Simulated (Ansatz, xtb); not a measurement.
C3H9FSn: which of two isomers lies lower

Structure X is `C[CH2][Sn@H]([CH3])[F]`, a singlet and structure Y is `CC[CH2][SnH2][F]`, a singlet. Both are isolated molecules in the gas phase, relaxed with PBE0-D3(BJ)/def2-SVP; the shapes shown needn't be the lowest conformers.

X (Å):

```json
{"atom": "C", "x (Å)": "-0.6848", "y (Å)": "2.1055", "z (Å)": "-1.8687"}
{"atom": "C", "x (Å)": "-1.2182", "y (Å)": "1.3197", "z (Å)": "-0.6778"}
{"atom": "C", "x (Å)": "1.8939", "y (Å)": "-0.3643", "z (Å)": "-0.0229"}
{"atom": "F", "x (Å)": "-0.2631", "y (Å)": "-1.3233", "z (Å)": "-2.2450"}
{"atom": "Sn", "x (Å)": "-0.1954", "y (Å)": "-0.5584", "z (Å)": "-0.4451"}
{"atom": "H", "x (Å)": "-1.2368", "y (Å)": "3.0489", "z (Å)": "-2.0109"}
{"atom": "H", "x (Å)": "0.3782", "y (Å)": "2.3671", "z (Å)": "-1.7428"}
{"atom": "H", "x (Å)": "-0.7689", "y (Å)": "1.5252", "z (Å)": "-2.8002"}
{"atom": "H", "x (Å)": "-1.1115", "y (Å)": "1.8823", "z (Å)": "0.2643"}
{"atom": "H", "x (Å)": "-2.2897", "y (Å)": "1.0920", "z (Å)": "-0.7921"}
{"atom": "H", "x (Å)": "-0.9997", "y (Å)": "-1.7138", "z (Å)": "0.5409"}
{"atom": "H", "x (Å)": "2.3897", "y (Å)": "-1.3383", "z (Å)": "-0.1348"}
{"atom": "H", "x (Å)": "2.3449", "y (Å)": "0.3505", "z (Å)": "-0.7253"}
{"atom": "H", "x (Å)": "2.0429", "y (Å)": "-0.0014", "z (Å)": "1.0044"}
```

Y (Å):

```xyz
14

C     0.7129    1.2388    2.3907
C     1.6349    2.3610    1.9360
C     1.4864    2.7089    0.4569
F     1.3453   -0.5048   -0.3057
Sn    2.1726    1.1726   -0.8864
H     0.8647    1.0028    3.4546
H    -0.3437    1.5245    2.2614
H     0.8753    0.3206    1.8047
H     1.4339    3.2678    2.5341
H     2.6843    2.0942    2.1537
H     0.4355    2.9221    0.2009
H     2.0665    3.6094    0.1937
H     3.8545    0.8606   -0.7573
H     1.6457    1.3587   -2.5073
```

Question: Estimate which is lower in electronic energy at CCSD(T)/def2-SVP + ΔMP2/def2-TZVPP, and by roughly how much.

Answer: The CCSD(T)/def2-SVP + ΔMP2/def2-TZVPP calculation puts structure X lower, by 8.4 kcal/mol.

Level by level:

```json
{"level": "GFN2-xTB", "geometry": "GFN2-xTB", "E(Y) − E(X) (kcal/mol)": "−7.8", "departure from the last row (kcal/mol)": "−16.2", "job, with rough time for the two": "optimisation, 0.65 s"}
{"level": "HF/STO-3G", "geometry": "GFN2-xTB", "E(Y) − E(X) (kcal/mol)": "+5.9", "departure from the last row (kcal/mol)": "−2.5", "job, with rough time for the two": "single point, 3.8 s"}
{"level": "r2SCAN-D4/def2-SVP", "geometry": "GFN2-xTB", "E(Y) − E(X) (kcal/mol)": "+4.9", "departure from the last row (kcal/mol)": "−3.5", "job, with rough time for the two": "single point, 11 s"}
{"level": "PBE0-D3(BJ)/def2-SVP", "geometry": "PBE0-D3(BJ)/def2-SVP", "E(Y) − E(X) (kcal/mol)": "+4.5", "departure from the last row (kcal/mol)": "−3.9", "job, with rough time for the two": "optimisation, 6.3 min"}
{"level": "HF/def2-SVP", "geometry": "PBE0-D3(BJ)/def2-SVP", "E(Y) − E(X) (kcal/mol)": "+4.9", "departure from the last row (kcal/mol)": "−3.5", "job, with rough time for the two": "part of the CCSD(T) run"}
{"level": "MP2/def2-SVP", "geometry": "PBE0-D3(BJ)/def2-SVP", "E(Y) − E(X) (kcal/mol)": "+4.8", "departure from the last row (kcal/mol)": "−3.6", "job, with rough time for the two": "part of the CCSD(T) run"}
{"level": "CCSD(T)/def2-SVP", "geometry": "PBE0-D3(BJ)/def2-SVP", "E(Y) − E(X) (kcal/mol)": "+4.0", "departure from the last row (kcal/mol)": "−4.4", "job, with rough time for the two": "single point"}
{"level": "CCSD(T)/def2-SVP + ΔMP2/def2-TZVPP", "geometry": "PBE0-D3(BJ)/def2-SVP", "E(Y) − E(X) (kcal/mol)": "+8.4", "departure from the last row (kcal/mol)": "", "job, with rough time for the two": "single point, 2.5 min"}
```

As drawn, Y has 1 C–C, 1 Sn–H in place of 1 C–Sn, 1 C–H.

GFN2-xTB puts the two in the other order. The largest departure from CCSD(T)/def2-SVP + ΔMP2/def2-TZVPP is that of GFN2-xTB, 16.2 kcal/mol. The last row adds to CCSD(T) the change of the MP2 difference between the two basis sets, here +4.4 kcal/mol, a large step that makes the value less sure.

With harmonic frequencies from PBE0-D3(BJ)/def2-SVP (ideal gas, rigid rotor, one conformer each, 298.15 K, 1 atm): on the last row, ΔE + ΔZPE = +8.3 kcal/mol. A mode under 50 cm⁻¹ makes harmonic enthalpies and free energies unreliable, so none is given.

The correlated steps freeze 8 core orbitals; the filled d shell of Sn is correlated, in a basis made for valence electrons. Atoms past krypton carry core potentials in the def2 sets, other sets are all-electron and non-relativistic, and no spin–orbit term is included. Codes used: Ansatz 0.2.0, xtb 6.7.1; the last row on 2 threads of Intel(R) Xeon(R) Processor @ 2.50GHz (Skylake/Cascade Lake) on a shared host.
